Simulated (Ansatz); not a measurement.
Reactions of `F[SiH2][GeH3]`.

Gas-phase electronic energies from Ansatz, PBE0-D4/def2-TZVP geometries. CCSD(T)/CBS adds triple-zeta CCSD(T) − MP2 to the extrapolated MP2 energy (def2 sets, frozen cores). This one scheme is used for every species, atoms too. Functionals use def2-TZVPP. B3LYP here is the variant with VWN-RPA as its local correlation; programs differ in this. No spin–orbit coupling; open shells (•) take unrestricted orbitals. def2 core potentials past Kr. Bonds to Ge, Te are less sure, by a few kJ/mol each and by 10 to 20 or more in all where they break to atoms, as the def2 sets lack core-valence functions. Scalar relativity is left out up to krypton. One conformer a species, not always the lowest.

```tsv
reaction	B2PLYP (eV)	B3LYP-D4 (eV)	HF/CBS(def2) (eV)	CCSD/CBS(def2) (eV)
`F[SiH2][GeH3]` + H₂ → `[SiH3][GeH3]` + H–F	1.05	1.05	1.06	1.00
`F[SiH2][GeH3]` + `[SiH3][SiH2][SiH3]` → `[SiH3][SiH2][SiH2][GeH3]` + `F[SiH3]`	-0.13	-0.14	-0.10	-0.16
`F[SiH2][GeH3]` + `[SiH3]`• → `F[SiH][GeH3]`• + SiH₄	-0.06	-0.08	-0.01	-0.02
`F[SiH2][GeH3]` + `OC#C[SiH3]` → `[SiH3]C#C[O][GeH3]` + `F[SiH3]`	-0.41	-0.36	-0.58	-0.34
`F[SiH2][GeH3]` + H₂O → `O[SiH2][GeH3]` + H–F	0.45	0.45	0.51	0.44
`F[SiH2][GeH3]` + H• → `F[SiH][GeH3]`• + H₂	-0.63	-0.73	-0.34	-0.58
`F[SiH2][GeH3]` + `[CH3]`• → `F[SiH][GeH3]`• + CH₄	-0.74	-0.77	-0.40	-0.66
`F[SiH2][GeH3]` → `[GeH3]`• + `F[SiH2]`•	3.19	3.18	2.35	3.36
`F[SiH2][GeH3]` + `SC#C[TeH]` → `F[SiH](S)[GeH3]` + `C#C[TeH]`	-0.99	-0.98	-1.05	-1.11
`F[SiH2][GeH3]` + `O[SiH2]O` → `O[SiH2][O][GeH3]` + `F[SiH3]`	-0.32	-0.27	-0.55	-0.28
```

(1) Give the CCSD(T)/CBS values in the same order. (Estimate.)

Largest T1 diagnostic: 0.015, for `[SiH3]`•.

Answers

(1) The calculation gave: 1.01, -0.17, -0.02, -0.34, 0.43, -0.58, -0.70, 3.42, -1.10, -0.27 eV.
